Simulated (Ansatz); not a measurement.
`F[SiH2]/C=C\[SiH3]`, charge 0, multiplicity 1.

**Question.** Give a relaxed structure at PBE0-D4/def2-TZVP (Ansatz). (Best estimate.)

**Answer.** The calculation gave: 
Z-matrix (Å, degrees):
```
Si
C 1 1.850
F 1 1.603 2 109.1
H 1 1.484 2 111.3 3 -119.1
H 1 1.484 2 110.8 3 118.9
C 2 1.338 1 127.3 3 3.7
H 2 1.093 1 115.0 3 -175.9
Si 6 1.881 2 128.8 1 0.7
H 6 1.091 2 116.8 1 -179.6
H 8 1.485 6 111.6 2 -65.7
H 8 1.487 6 106.8 2 175.9
H 8 1.484 6 111.6 2 57.4
```
This is one stationary point; other conformers may exist.
